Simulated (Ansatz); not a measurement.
Cr3S3⁻, 6 atoms. Hardware: 4 threads of Arm Neoverse V2 on a shared host.

Correlated methods freeze 30 core orbitals; core or outer-core shells of Cr are correlated, in sets that lack core-valence functions.

(1) How many basis functions does each of these Ansatz runs have, and roughly what does it cost? LC-ωPBE/def2-TZVPD, charge -1 doublet, energy, from earlier orbitals; PBE-D4/def2-TZVPD, charge -1 doublet, energy and forces, from earlier orbitals; PBE-D4/def2-SVP, charge -1 doublet, energy with a search over starts; r2SCAN-D4/def2-TZVPD, charge -1 doublet, energy, from earlier orbitals; MP2/def2-TZVPD, charge -1 doublet, energy, from earlier orbitals; RPA@PBE/def2-TZVPD, charge -1 doublet, energy, from earlier orbitals; BLYP-D4/def2-TZVPD, charge -1 doublet, energy, from earlier orbitals; PBE-D4/def2-SVPD, charge -1 doublet, relaxation, 17 steps; PBE0-D4/def2-TZVPD, charge -1 doublet, energy, from earlier orbitals.

Results:

(1) Other jobs shared the machine, so times can vary by a factor of up to 3. A dash marks memory too small to be measured apart from the calling script's.

```
                                                                           run  functions  fitting or Cholesky vectors  wall time  peak host memory (GiB)
PBE-D4/def2-TZVPD, charge -1 doublet, energy and forces, from earlier orbitals        282                         2205       17 s                    0.78
          RPA@PBE/def2-TZVPD, charge -1 doublet, energy, from earlier orbitals        282                         2184       27 s                     1.3
          BLYP-D4/def2-TZVPD, charge -1 doublet, energy, from earlier orbitals        282                         2205       33 s                    0.87
          PBE0-D4/def2-TZVPD, charge -1 doublet, energy, from earlier orbitals        282                         2184       48 s                     1.8
          LC-ωPBE/def2-TZVPD, charge -1 doublet, energy, from earlier orbitals        282                         2205       60 s                     1.9
        r2SCAN-D4/def2-TZVPD, charge -1 doublet, energy, from earlier orbitals        282                         2205       77 s                     1.6
          PBE-D4/def2-SVP, charge -1 doublet, energy with a search over starts        147                         1806       85 s                    0.66
              MP2/def2-TZVPD, charge -1 doublet, energy, from earlier orbitals        282                         2184       87 s                     2.1
                     PBE-D4/def2-SVPD, charge -1 doublet, relaxation, 17 steps        183                         1995    1.9 min                       –
```
